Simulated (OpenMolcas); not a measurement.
**S⁺: effect of the IPEA shift**

| Property | Result |
| --- | --- |
| Program | OpenMolcas |
| Basis | ANO-RCC [8s7p5d4f2g] |
| Scalar Hamiltonian | DKH2, point nucleus |
| Active space | 5 electrons in 9 orbitals (RAS2 3s 3p; RAS3 3d, at most 2 electrons) |
| State averaging | 2S+1 = 4 odd, 1 root; 2S+1 = 2 odd, 8 roots; 2S+1 = 4 even, 3 roots; 2S+1 = 2 even, 8 roots |
| Spin-orbit coupling | RASSI with atomic mean-field integrals over the reference wave functions, term energies averaged over their components |

Methods on the same reference wave functions:
A. RASSCF
B. SS-RASPT2, IPEA 0 Eh, imaginary shift 0.1 Eh (closed shells correlated: 2s 2p)
C. SS-RASPT2, IPEA 0.25 Eh, imaginary shift 0.1 Eh (closed shells correlated: 2s 2p)

Energies in cm⁻¹ above 3s² 3p³ ⁴S°_3/2, the measured ground level; measured values from NIST Handbook of Basic Atomic Spectroscopic Data.

```json
{"Level": "3s² 3p³ ⁴S°_3/2", "A": "0.0", "B": "0.0", "C": "0.0", "Measured": "0.0"}
{"Level": "3s² 3p³ ²D°_3/2", "A": "18162", "B": "14750", "C": "14860", "Measured": "14853"}
{"Level": "3s² 3p³ ²D°_5/2", "A": "18183", "B": "14770", "C": "14880", "Measured": "14885"}
{"Level": "3s² 3p³ ²P°_1/2", "A": "28392", "B": "24700", "C": "24860", "Measured": "24525"}
{"Level": "3s² 3p³ ²P°_3/2", "A": "28408", "B": "24720", "C": "24880", "Measured": "24572"}
{"Level": "3s 3p⁴ ⁴P_5/2", "A": "79412", "B": "79440", "C": "79580", "Measured": "79395"}
{"Level": "3s 3p⁴ ⁴P_3/2", "A": "79738", "B": "79770", "C": "79900", "Measured": "79757"}
{"Level": "3s 3p⁴ ⁴P_1/2", "A": "79933", "B": "79960", "C": "80100", "Measured": "79963"}
{"Level": "3s 3p⁴ ²D_3/2", "A": "102698", "B": "98750", "C": "99280", "Measured": "97891"}
{"Level": "3s 3p⁴ ²D_5/2", "A": "102706", "B": "98760", "C": "99290", "Measured": "97919"}
```

Deviations, from unrounded energies. A percentage is the sum of absolute deviations over the sum of measured energies, with the sign that they share, or ± where signs differ.

```
                        Against measurement  Levels      A     B     C
             mean absolute deviation (cm-1)       9   2700   260   430
other terms of the ground configuration (%)       4  +18.2  ±0.7  ±0.8
                   other configurations (%)       5   ±2.2  ±0.4  +0.7
```

B lies closest to measurement on these levels and A furthest from it. The largest miss of B in the table is 3s 3p⁴ ²D_3/2, by +860 cm-1. The ranking rests on the paired levels alone, and a cruder setting can come out closer through cancelling errors.

Between B and C the level of the table that moves most is 3s 3p⁴ ²D_5/2, by 530 cm-1 (lowest in B, highest in C). Moves below CASPT2's spread within the term are not significant.

From A to B the spin-free energies of the other terms of 3s² 3p³ shown, above ⁴S°, scale by factors of 0.81 to 0.87.

The lowest spin-free term lies below A's lowest term by 0.195 hartree in B, 0.193 hartree in C.

Term energies are means over components that CASPT2 splits; among the terms shown or strongly mixed into the levels shown the widest spread is 68 cm-1 (3s 3p⁴ ²D, C). Configurations are named by rounded mean occupations; where the s occupation lies near a half they are strongly mixed, a name can repeat and a true partner stay unpaired. The run also gave levels led by 3s² 3p² 3d, which use shells meant for correlation; these and all levels above them are left out. Some terms mix strongly with configurations of 3d, whose occupation reaches 0.38 (3s 3p⁴ ⁴P, 3s 3p⁴ ²D). Without dynamic correlation excited terms often stand tens of per cent too high (terms of higher spin than the ground term too low), and those without a measured partner can miss by more than the paired ones (holds for A). Computed and measured levels are paired by configuration, term and J; levels that our copy of the source lacks, or whose pairing is in doubt (as where it misses far off the trend of its configuration), stay unpaired and out of the deviations. Only configurations of the active space appear. Levels that lie high or do not pair safely by name in every column are left out.

° marks odd parity.
